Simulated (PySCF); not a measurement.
Job file and geometry (Å, from GFN2-xTB) of an NMR shielding run on C4H13B2NS, GIAO PBE0/pcSseg-1 NMR shielding, non-relativistic, gas phase (PySCF 2.14.0, density-fitted response routines); density fitting, a coarse starting grid and PySCF grid level 2 are the driver's defaults:

```
$ OMP_NUM_THREADS=1 python probes_run.py task.json out

{"job": {"kind": "nmr", "xc": "PBE0", "basis": "pcSseg-1"}, "charge": 0, "multiplicity": 1}
B      1.959493    -1.233615    -0.043030
C      1.774893     0.277532    -0.444437
C      1.003478     1.222743     0.424786
S     -0.644509     1.472449    -0.380596
C     -1.714311     1.678715     1.074065
B     -0.645297    -0.527252    -0.874046
C     -1.317077    -1.371936     0.314955
N      0.865529    -0.724218    -1.045304
H      1.570502    -1.567740     1.016986
H      2.829268    -1.853079    -0.546575
H      2.375950     0.796534    -1.188898
H      1.490486     2.189342     0.537701
H      0.788612     0.796897     1.402876
H     -1.458566     2.616290     1.557959
H     -1.583730     0.844049     1.753979
H     -2.738611     1.714645     0.718073
H     -1.226530    -0.563324    -1.909136
H     -1.252757    -2.429356     0.064463
H     -0.819162    -1.260776     1.276527
H     -2.374847    -1.150269     0.452059
H      1.108266    -0.910687    -2.008176
```

Q: What does the program print?

A: 
```
coarse grid: 17264 points
cycle   1  E = -662.2608650789  dE =  9.704e-01  |g| = 5.177e-01  |ddm| = 4.002e+00
cycle   2  E = -662.2425960697  dE =  1.827e-02  |g| = 5.938e-01  |ddm| = 1.324e+00
cycle   3  E = -662.3411303775  dE = -9.853e-02  |g| = 7.303e-02  |ddm| = 7.563e-01
cycle   4  E = -662.3422212708  dE = -1.091e-03  |g| = 3.356e-02  |ddm| = 1.057e-01
cycle   5  E = -662.3424482190  dE = -2.269e-04  |g| = 9.424e-03  |ddm| = 3.063e-02
cycle   6  E = -662.3424681303  dE = -1.991e-05  |g| = 1.967e-03  |ddm| = 1.180e-02
cycle   7  E = -662.3424690618  dE = -9.315e-07  |g| = 4.671e-04  |ddm| = 2.660e-03
final grid: 159824 points
cycle   8  E = -662.3882145700  dE = -1.046e-04  |g| = 1.170e-02  |ddm| = 6.710e-02
cycle   9  E = -662.3881929659  dE =  2.160e-05  |g| = 1.514e-02  |ddm| = 2.471e-02
cycle  10  E = -662.3882493365  dE = -5.637e-05  |g| = 1.384e-03  |ddm| = 1.466e-02
cycle  11  E = -662.3882497702  dE = -4.337e-07  |g| = 4.025e-04  |ddm| = 1.731e-03
cycle  12  E = -662.3882498034  dE = -3.314e-08  |g| = 1.334e-04  |ddm| = 4.519e-04
cycle  13  E = -662.3882498080  dE = -4.648e-09  |g| = 2.398e-05  |ddm| = 2.128e-04
cycle  14  E = -662.3882498082  dE = -1.291e-10  |g| = 8.019e-06  |ddm| = 3.112e-05
converged SCF energy = -662.3882498082

GIAO shielding tensors (ppm)
atom      isotropic    diamagn.    paramagn.     s11        s22        s33       span
  0 B      121.825     193.780     -71.955    100.725    125.147    139.603     38.878
  1 C      145.769     251.912    -106.143     96.455    166.163    174.689     78.234
  2 C      130.586     253.565    -122.979     85.567    142.081    164.110     78.544
  3 S      462.266    1059.286    -597.020    226.506    504.462    655.831    429.326
  4 C      164.271     252.561     -88.290    146.368    158.603    187.842     41.473
  5 B      101.104     187.708     -86.604     77.842    105.690    119.779     41.937
  6 C      184.055     250.268     -66.213    175.539    183.447    193.179     17.640
  7 N      221.671     320.502     -98.830    151.267    222.421    291.327    140.060
  8 H       30.075      31.020      -0.945     26.546     30.544     33.135      6.589
  9 H       30.078      30.312      -0.234     26.165     27.246     36.824     10.660
 10 H       29.439      31.689      -2.250     22.438     27.669     38.210     15.772
 11 H       28.058      31.182      -3.125     23.116     26.793     34.264     11.147
 12 H       29.275      32.775      -3.500     24.527     29.322     33.976      9.448
 13 H       29.617      29.238       0.379     24.066     26.876     37.909     13.843
 14 H       29.617      31.614      -1.996     23.944     30.623     34.285     10.340
 15 H       29.959      29.812       0.146     24.920     26.016     38.940     14.020
 16 H       27.922      30.947      -3.025     26.098     26.974     30.695      4.598
 17 H       31.469      29.829       1.640     26.746     28.514     39.147     12.401
 18 H       31.680      32.039      -0.359     28.769     30.972     35.299      6.530
 19 H       32.163      31.128       1.035     27.052     30.345     39.091     12.039
 20 H       29.764      31.671      -1.907     19.378     25.156     44.758     25.380
```

Size and cost of the density-fitted run: 208 basis functions, 69 s wall time on 1 thread of an Arm Neoverse N1, shared host; peak memory 0.95 GiB.
